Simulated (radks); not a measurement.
Problem. The mean radii <r> (bohr) of the occupied orbitals of an atom or ion are listed with their occupations. Calculated with a radial shooting solver on a logarithmic mesh with Libxc functionals: scalar-relativistic Kohn-Sham, LDA (Slater exchange, VWN5 correlation), spin-polarised, spherical densities, finite nucleus; Fermi nuclear charge, rms radius of each element as measured or else 0.836 A^(1/3) + 0.57 fm.

orbital  occ.      <r>
1s          2  0.03114
2s          2   0.1349
2p          6   0.1175
3s          2   0.3640
3p          6   0.3612
3d         10   0.3355

Name the element and its charge. Open shells, if any, are filled with parallel spins first.

Solution. Z = 47, silver, charge +19: Ag19+ in [Ar] 3d10. The 1s radius gives Z: for a bare nucleus <r> = (2 gamma + 1)/(2Z) with gamma = sqrt(1 - (Z/c)^2), 0.03062 bohr for Z = 47, and screening makes it slightly larger (0.03114 here). The occupations add up to 28, and the charge is Z minus that.
